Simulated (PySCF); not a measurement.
## Shapes and spin states of WSCl2

Level of theory: PySCF, PBE0, basis W def2-SVP with ECP60, S def2-SVP, Cl def2-SVP (scalar-relativistic core potentials, no spin–orbit coupling, density fitting).

Relaxations began from a few typed shapes and spin states; open shells are unrestricted. The search is not exhaustive: other isomers or separated fragments can lie lower, and high-lying points may rest on an excited occupation.

(1) Order these stationary points by electronic energy, lowest first, in kJ/mol from the lowest minimum.
A. singlet (closed shell, unstable to spin polarisation) C2v: W–Cl 2.233 Å (×2), W–S 2.086 Å; Cl–W–Cl 132.5°, Cl–W–S 113.8° (×2)
B. triplet C2v: W–Cl 2.281 Å (×2), W–S 2.107 Å; Cl–W–Cl 122.5°, Cl–W–S 118.7° (×2)
C. broken-symmetry Ms = 0 (⟨S²⟩ 0.73) C2v: W–Cl 2.256 Å (×2), W–S 2.094 Å; Cl–W–Cl 127.6°, Cl–W–S 116.2° (×2)

(2) Which of them are minima?

Results:

(1) B (0.0), C (17.7), A (35.2).

(2) By energy in kJ/mol, 0.0: minimum; 17.7: minimum; 35.2: minimum of the closed-shell surface only.

Formally W is in oxidation state +4, d2, with 2 unpaired electrons (the high-spin count). The Mulliken spin on W is 2.24. The polar-tensor charge on W, 1.45, is far below the formal one.

For the lowest minimum: other spin states or occupations of the open shell can lie lower. No spin–orbit coupling is included, which matters more the heavier the element.

The electron or spin density has lower symmetry than the nuclear frame for the broken-symmetry Ms = 0 (⟨S²⟩ 0.73) C2v at 17.7 kJ/mol.
